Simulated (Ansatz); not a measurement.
`N[SiH](N)Cl` and `N[SiH](Cl)N[SiH3]` differ in one atom or group.

Ansatz, PBE0-D4/def2-TZVP geometries, multiplicity 1. Each molecule was computed in one conformer, which needn't be the lowest.

```tsv
property	`N[SiH](N)Cl`
HOMO–LUMO gap (B3LYP/def2-TZVPP) / eV	8.07
HOMO–LUMO gap (ωB97M-V/def2-TZVPP) / eV	12.45
size of the dipole moment (B3LYP/def2-TZVPP) / D	2.10
LUMO energy (ωB97M-V/def2-TZVPP) / eV	2.35
HOMO energy (B3LYP/def2-TZVPP) / eV	-7.49
HOMO energy (ωB97M-V/def2-TZVPP) / eV	-10.11
```

Problem. Give the same properties after the change, and the shifts. (Best estimate.)

Solution. Computed: 
```csv
property,`N[SiH](Cl)N[SiH3]`,shift
HOMO–LUMO gap (B3LYP/def2-TZVPP) / eV,7.67,-0.40
HOMO–LUMO gap (ωB97M-V/def2-TZVPP) / eV,11.97,-0.48
size of the dipole moment (B3LYP/def2-TZVPP) / D,2.57,0.47
LUMO energy (ωB97M-V/def2-TZVPP) / eV,1.92,-0.43
HOMO energy (B3LYP/def2-TZVPP) / eV,-7.52,-0.03
HOMO energy (ωB97M-V/def2-TZVPP) / eV,-10.05,0.06
```

Dipoles are sizes alone; their direction can turn.

B3LYP here is the variant with VWN-RPA as its local correlation; programs differ in this.
